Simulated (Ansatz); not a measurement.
Molecule (SMILES): F[C]F (closed-shell singlet).
Atoms: F1, C2, F3. Bonds: F1-C2, C2-F3.

Basis-set convergence of the highest harmonic wavenumber at B3LYP with Ansatz (a first-principles code). Each level at its own minimum, finite differences of forces, unscaled; the reference is a large set that could be run, not a limit. Cartesian d functions, on some or all atoms, in 6-31+G*; all else is spherical. The program fits the integrals of some runs and decomposes those of others, by size. No added dispersion term, no relativity. Reference: the value in aug-pcseg-2, 1221 cm⁻¹. Deviations are taken from unrounded values.

```csv
basis,functions,highest harmonic wavenumber (cm⁻¹),minus reference (cm⁻¹)
pcseg-0,27,1165,-57
pcseg-1,42,1231,10
6-31+G*,57,1211,-11
6-311+G**,66,1209,-13
"6-311++G(2d,2p)",81,1210,-12
pcseg-2,90,1225,4
"6-311++G(3df,3pd)",117,1226,4
cc-pCVTZ,129,1233,12
```

The smallest set listed that lies within 20 cm⁻¹ of the reference with all its larger relatives (same family, alike in diffuse functions; a set with none counts only in the reference's own line) is pcseg-1 (42 functions, 10 cm⁻¹ off). Inside, with no larger relative to test it: cc-pCVTZ.
